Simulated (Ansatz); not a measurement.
Gas-phase electronic energies from Ansatz, PBE0-D4/def2-TZVP geometries. CBS: MP2 limit from def2 TZ/QZ plus the TZ coupled-cluster correction, frozen cores. This one scheme is used for every species, atoms too. Functionals use def2-TZVPP. Open shells (•) are unrestricted, without spin–orbit coupling. Spin–orbit coupling would lower the free atoms: a little for C. Each species was taken in one conformer, which may not be the lowest.

`CCCCCCCCCC#N` → 10 C• + 19 H• + N•  (atomization)

Question: What is ΔE at CCSD(T)/CBS? (Best estimate.)

Answer: Computed: +2964.0 kcal/mol.

Question: What do these levels give: PBE-D4, r2SCAN-D4, ωB97X-V, B2PLYP, SCS-MP2/def2-QZVPP, MP2/CBS(def2)? (Estimate.)

Answer: Computed: PBE-D4 3032.0, r2SCAN-D4 2969.8, ωB97X-V 2971.4, B2PLYP 2939.0, SCS-MP2/def2-QZVPP 2970.9, MP2/CBS(def2) 3003.2 kcal/mol.

Largest T1 diagnostic among the species: 0.010.

From PBE to PBE0 (25 % exact exchange), in def2-TZVPP and without D4, ΔE moves by −37.8 kcal/mol: exact exchange takes away binding that semilocal exchange gives to molecules. In def2-TZVPP, CCSD(T) changes the Hartree–Fock value by +687.4 kcal/mol (the triples alone add +39.9 kcal/mol) and MP2 by +726.7 kcal/mol; breaking electron pairs costs correlation energy, which Hartree–Fock lacks. The D4 term adds +27.3 kcal/mol with B3LYP and +15.1 kcal/mol with PBE0; it sums over pairs of atoms, weighted by their polarisabilities, and B3LYP, whose exchange is more repulsive, gets the larger term.

B3LYP here is the variant with VWN-RPA as its local correlation; programs differ in this.

For atomizations the MP2-based limit and the directly extrapolated one differ by several kJ/mol either way, and by 10 to 25 for some Ge, Se and Sn compounds, so smaller differences from it don't rank the levels.
